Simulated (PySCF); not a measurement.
C4H6FOS (doublet state).
SMILES with atom numbers: `[CH3:1][C:2](=[O:3])[C@H:4]([S:5])[CH2:6][F:7]` (hydrogens: H8, H9, H10 on C1; H11 on C4; H12, H13 on C6)

Structure optimised with GFN2-xTB, isolated species. This method treats the open shell by occupation alone, without spin polarisation.

Q: List the bond lengths, angles and torsions at this level.

A: 
```json
{"bond": "C1–C2", "length (bohr)": "2.832"}
{"bond": "C2=O3", "length (bohr)": "2.263"}
{"bond": "C2–C4", "length (bohr)": "2.909"}
{"bond": "C4–S5", "length (bohr)": "3.392"}
{"bond": "C4–C6", "length (bohr)": "2.882"}
{"bond": "C6–F7", "length (bohr)": "2.590"}
{"bond": "C1–H8, C1–H9, C1–H10", "length (bohr)": "2.056"}
{"bond": "C4–H11", "length (bohr)": "2.066"}
{"bond": "C6–H12", "length (bohr)": "2.068"}
{"bond": "C6–H13", "length (bohr)": "2.067"}
```

Bonds in one row agree within 0.02 bohr and their mean is given. A selection of angles:
```json
{"angle": "C2–C1–H8", "degrees": "110.0"}
{"angle": "H8–C1–H9", "degrees": "109.2"}
{"angle": "H9–C1–H10", "degrees": "108.3"}
{"angle": "C1–C2–O3", "degrees": "125.0"}
{"angle": "C1–C2–C4", "degrees": "113.6"}
{"angle": "O3–C2–C4", "degrees": "121.3"}
{"angle": "C2–C4–S5", "degrees": "104.7"}
{"angle": "C2–C4–C6", "degrees": "112.0"}
{"angle": "C2–C4–H11", "degrees": "110.2"}
{"angle": "S5–C4–C6", "degrees": "111.4"}
{"angle": "S5–C4–H11", "degrees": "108.0"}
{"angle": "C6–C4–H11", "degrees": "110.3"}
{"angle": "C4–C6–F7", "degrees": "109.1"}
{"angle": "C4–C6–H12", "degrees": "110.8"}
{"angle": "C4–C6–H13", "degrees": "111.3"}
{"angle": "F7–C6–H12", "degrees": "107.6"}
{"angle": "F7–C6–H13", "degrees": "107.1"}
{"angle": "H12–C6–H13", "degrees": "110.8"}
```

Torsions: C1–C2–C4–S5 -87° (synclinal); C2–C4–C6–F7 -78° (synclinal).

Of the pairs four or more bonds apart, O3···H12 is among the closest relative to their van der Waals radii: 2.46 Å, 91 % of the sum of Bondi's values. The C–C distances run from 1.498 Å (C1–C2, drawn single) to 1.539 Å (C2–C4, drawn single), a spread of 0.041 Å. C2 (carbon bonded to 2 C and O) is planar (angles 125.0°, 121.3° and 113.6°, sum 360.0°, 0.01 Å off the plane of its three neighbours).

Point group: C1 (no symmetry element, even within 0.4 Å). No GFN2-xTB frequencies stand behind this structure, so it isn't proved a minimum.

One conformer stands for the species.

The numbers are calculated, not measured.
